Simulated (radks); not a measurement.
Results of a calculation; reference values are marked as such.
Task: Excited configurations of Rb3+: one electron is placed in a higher orbital outside [Ar] 3d10 4s2 4p3. The ground configuration is [Ar] 3d10 4s2 4p4. Level of theory: scalar-relativistic Kohn-Sham, PBE, spin-polarised, spherical densities, finite nucleus; open shells are filled with parallel spins first (spin-orbit coupling, left out, can overturn this in heavy ions); Fermi nuclear charge, rms radius 4.2036 fm (a radial shooting solver on a logarithmic mesh with Libxc functionals). Excitation = E - E(ground); binding = E(ion) - E, where the ion is the core of charge +4; n* = 4/sqrt(2 binding) in atomic units, and the quantum defect is n - n*.

| outer orbital | excitation (eV) | binding (eV) | n* | quantum defect | eigenvalue (eV) | <r> (bohr) |
|---|---|---|---|---|---|---|
| 4f | 36.439 | 15.293 | 3.773 | 0.227 | -12.516 | 3.720 |
| 5s | 24.345 | 27.387 | 2.819 | 2.181 | -24.176 | 3.111 |
| 5f | 41.556 | 10.177 | 4.625 | 0.375 | -8.825 | 6.684 |
| 6p | 38.587 | 13.145 | 4.069 | 1.931 | -11.730 | 6.226 |
| 7s | 42.092 | 9.641 | 4.752 | 2.248 | -8.711 | 8.746 |
| 7p | 43.130 | 8.603 | 5.030 | 1.970 | -7.750 | 9.591 |
| 7d | 44.805 | 6.928 | 5.606 | 1.394 | -6.216 | 11.49 |
| 7f | 46.552 | 5.181 | 6.482 | 0.518 | -4.648 | 14.78 |

Estimate the row for 5d.

Result: excitation (eV) 35.849; binding (eV) 15.883; n* 3.702; quantum defect 1.298; eigenvalue (eV) -13.951; <r> (bohr) 4.631. The Delta-SCF ionisation energy is 51.733 eV (NIST Atomic Spectra Database: 52.2 eV, semi-empirical). Self-interaction in the functional shifts the binding energies and quantum defects, so they are the method's values and not measured ones. Open shells are spherical and high-spin; term and fine-structure splittings are not resolved.
